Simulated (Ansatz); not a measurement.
**Energy profile**

The step: Si₂H₅Cl ([SiH3][SiH2][Cl]) + H₂O → Si₂H₆O ([OH][SiH2][SiH3]) + HCl; bonds formed: Si1–O7, Cl2–H6; bonds broken: Si1–Cl2, H6–O7 (atoms numbered as in the saddle structure below).

| atom | x (Å) | y (Å) | z (Å) |
| --- | --- | --- | --- |
| Si1 | -0.1981 | -0.6748 | -0.1309 |
| Cl2 | 1.8691 | -0.5136 | -1.0411 |
| H3 | -0.5403 | -1.8070 | -1.0299 |
| H4 | -1.1857 | -0.9545 | 0.9862 |
| Si5 | -0.8073 | 1.4767 | -0.7960 |
| H6 | 1.9198 | -1.0418 | 1.1550 |
| O7 | 1.0167 | -0.8648 | 1.4678 |
| H8 | -0.0790 | 2.4478 | 0.0670 |
| H9 | -0.4525 | 1.7327 | -2.2153 |
| H10 | -2.2697 | 1.6908 | -0.6040 |
| H11 | 0.7269 | -1.4913 | 2.1411 |

Electronic energies by CCSD(T) at an estimated basis limit (MP2 extrapolated from triple and quadruple zeta, plus CCSD(T) − MP2 in triple zeta), on PBE0-D4/def2-TZVP structures; Si2H7ClO, closed shell; no counterpoise correction. Computed with Ansatz 0.2.0 (basis: def2-TZVPP and def2-QZVPP); correlated methods freeze the cores. Extrapolation: Hartree–Fock as exp(−7.88 √X), correlation as X^−2.97.

**Question.** Give the profile in eV, counted from the separated reactants. (An estimate is asked for; the value comes from the calculation.)

**Answer.** Computed:
| point | eV |
| --- | --- |
| separated: Si2H5Cl (linked as [SiH3][SiH2][Cl]; Si1, Cl2, H3, H4, Si5, H8, H9, H10; singlet) + H2O (H6, O7, H11; singlet) | 0.000 |
| start structure | -0.156 |
| saddle | 0.796 |
| end structure | -0.071 |
| separated: Si2H6O (linked as [OH][SiH2][SiH3]; Si1, H3, H4, Si5, O7, H8, H9, H10, H11; singlet) + HCl (Cl2, H6; singlet) | 0.164 |

T1 diagnostic: at most 0.013.

The step is the kind of ligand exchange by which a precursor binds to a hydroxyl group, or is hydrolysed, in atomic layer deposition of oxides.

For scale, one of the runs: CCSD(T)/def2-TZVPP, 255 basis functions, launched by `ansatz run in.yaml --threads 4 --pin off --events-out ev --progress --plain --max-ram 9574MiB`. Time: 3.5 min of wall clock on 4 CPU threads of an Intel Xeon; the host was shared. Peak host memory: 5.2 GiB.
